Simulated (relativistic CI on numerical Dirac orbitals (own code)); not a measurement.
**One change at a time: Pt²⁸⁺**

Base calculation: Dirac-Coulomb-Breit CI, separate exchange-only KLI orbitals for each configuration, model QED (radiative potential, 1s self-energy scaled to tabulated hydrogen-like ionisation energies), unscaled Slater integrals.

CI space (outside the closed core [Ar] 3d10 4p6): 4s²4d¹⁰4f⁴, 4s²4d¹⁰4f³5s, 4s²4d¹⁰4f²5s², 4s²4d¹⁰4f³5p, 4s²4d¹⁰4f²5s5p, 4s²4d¹⁰4f³5d, 4s²4d¹⁰4f²5p², 4s²4d¹⁰4f²5s5d, 4s²4d⁹4f³5s², 4s4d¹⁰4f⁵, 4s²4d¹⁰4f³5f, 4s²4d¹⁰4f³6s, 4s²4d¹⁰4f³6p. Levels of other configurations are missing.

Variants: (1) configuration mixing switched off. Shifts of the energy above 4s²4d¹⁰4f⁴ ⁵I4, in cm⁻¹, for the lowest level and the first level of each name with at least 55 % of one term (blank where a level changes its place among those of its configuration and J or its character, or is not in the variant):

```csv
Level,Base,Δ(1)
4s²4d¹⁰4f⁴ ⁵I4,0.0,0.0
4s²4d¹⁰4f⁴ ⁵I5,21856.9,-10.7
4s²4d¹⁰4f⁴ ⁵I6,38952.7,-10.5
4s²4d¹⁰4f⁴ ⁵I7,51218.1,-9.7
4s²4d¹⁰4f⁴ ⁵F1,54543.1,-18.3
4s²4d¹⁰4f⁴ ⁵F3,63345.8,+14.6
4s²4d¹⁰4f⁴ ⁵G2,67776.9,+0.1
4s²4d¹⁰4f⁴ ³K6,74963.6,-6.6
4s²4d¹⁰4f⁴ ⁵F4,85506.6,+8.4
4s²4d¹⁰4f⁴ ⁵G4,98549.7,+4.5
4s²4d¹⁰4f⁴ ³P1,107729.6,+5.7
4s²4d¹⁰4f⁴ ³L8,111290.0,-35.4
4s²4d¹⁰4f⁴ ³M9,112268.7,-25.1
4s²4d¹⁰4f⁴ ³P0,118240.2,-17.9
4s²4d¹⁰4f⁴ ⁵D1,120656.8,+5.0
4s²4d¹⁰4f⁴ ³I7,130961.7,-28.1
4s²4d¹⁰4f⁴ ⁵D2,133643.5,-25.4
4s²4d¹⁰4f⁴ ³M10,134717.6,-27.7
4s²4d¹⁰4f⁴ ³L9,146544.8,-15.5
4s²4d¹⁰4f⁴ ³F3,147399.6,+48.8
4s²4d¹⁰4f⁴ ³H5,153520.9,+62.3
```

At this charge energies of transitions that change n are usually good to better than 1 %, and those within a shell (Δn = 0) to a few per cent. Terms inside the open d or f shell come out 10 to 20 % too wide with unscaled integrals.

Ionisation energy from the two ground configurations alone: base 962.212 eV. The NIST ASD value (theoretical) is 980 eV.

LS names give the leading component of a level, which can be under half, so a name can repeat, a term be missing and a line seem to break the LS rules.
